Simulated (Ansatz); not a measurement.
Ansatz results at the PBE0-D4/def2-TZVP geometry: HOMO–LUMO gap (PBE/def2-TZVPP) 2.91 eV; HOMO–LUMO gap (B3LYP/def2-TZVPP) 4.91 eV; LUMO energy (ωB97M-V/def2-TZVPP) 0.40 eV.

Each molecule was computed in one conformer, which needn't be the lowest.

(1) Which molecule gave them?
A. `N/C=C\N`
B. `NC[SiH2]BF`
C. `N[SiH2]C(O)(F)F`
D. `F[B](F)[SnH3]`

Results:

(1) B. The others give `F[B](F)[SnH3]`: 5.29, 7.05, 0.80; `N/C=C\N`: 4.05, 5.51, 2.45; `N[SiH2]C(O)(F)F`: 5.72, 7.53, 1.83.

B3LYP here is the variant with VWN-RPA as its local correlation; programs differ in this.
